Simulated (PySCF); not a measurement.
# Pauling's electronegativity from computed bond energies: partners of Li

CCSD(T) in PySCF with def2-SVPD on every atom (core potentials on Rb, Cs), for the lowest determinant that a PBE0 search found; no spin–orbit coupling. De of Li2 is 0.89 eV.

```tsv
B	De(B₂) (eV)	De(LiB) (eV)
H	4.52	2.38
F	1.25	5.88
Cs	0.36	0.61
Rb	0.36	0.60
```

**Question.** With Δ = De(LiB) − [De(Li₂) + De(B₂)]/2, give Δ and the electronegativity difference √(Δ/eV).

**Answer.** 

| B | Δ (eV) | √Δ |
| --- | --- | --- |
| H | -0.33 | none (Δ < 0) |
| F | 4.81 | 2.19 |
| Cs | -0.01 | none (Δ < 0) |
| Rb | -0.03 | none (Δ < 0) |

The rule was made for single bonds and measured bond energies; here it is fed with computed well depths. With the arithmetic mean Δ turns negative when the two homonuclear bonds differ much, as for alkali hydrides.

Correlated steps freeze the inner cores (0 to 2 orbitals); shallow outer-core shells are correlated. Weak bonds: Cs2, Rb2. Basis-set superposition, not corrected here, can be much of De in a small basis, most of all at correlated wavefunction levels. Spin–orbit coupling is left out, which matters for elements this heavy, above all for dissociation energies. Where the molecule has an RHF reference, its open-shell atoms are computed with UHF.
